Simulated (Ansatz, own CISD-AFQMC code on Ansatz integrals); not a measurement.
C2H4Si, SMILES `C=C=[SiH2]` (charge 0, multiplicity 1).

Cartesian coordinates (Å):
```xyz
7

C     -1.5057    -0.1371     0.1542
C     -0.2128    -0.0189     0.0218
Si     1.4556     0.1326    -0.1489
H     -1.9628    -0.5080     1.0702
H     -2.1966     0.1289    -0.6442
H      2.1502     1.3739     0.2174
H      2.2721    -0.9713    -0.6705
```
Charge 0, spin multiplicity 1.

Frozen-core energies in cc-pVDZ from Ansatz (a program for electronic structure) at a geometry from B3LYP-D3(BJ)/def2-TZVP; the HF reference has <S^2> = 0.00 (restricted, and unstable towards unrestricted orbitals) and the T1 diagnostic is 0.014.

```
level    energy (Ha)
-------  -----------
HF        -366.89087
MP2       -367.25144
CCSD      -367.29066
CCSD(T)   -367.30748
```

Task: Estimate the energies of CCSDT, phaseless AFQMC, CISD trial (own CISD-AFQMC code on Ansatz integrals; ±0.40 mHa) and CCSDT(Q), and give each level's difference from CCSDT(Q).

Result: 
```csv
level,energy (Ha),difference from CCSDT(Q) (mHa)
MP2,-367.25144,58.51
CCSD,-367.29066,19.29
CCSD(T),-367.30748,2.47
CCSDT,-367.30858,1.37
"phaseless AFQMC, CISD trial (own CISD-AFQMC code on Ansatz integrals; ±0.40 mHa)",-367.30878,1.17
CCSDT(Q),-367.30995,0.00
```
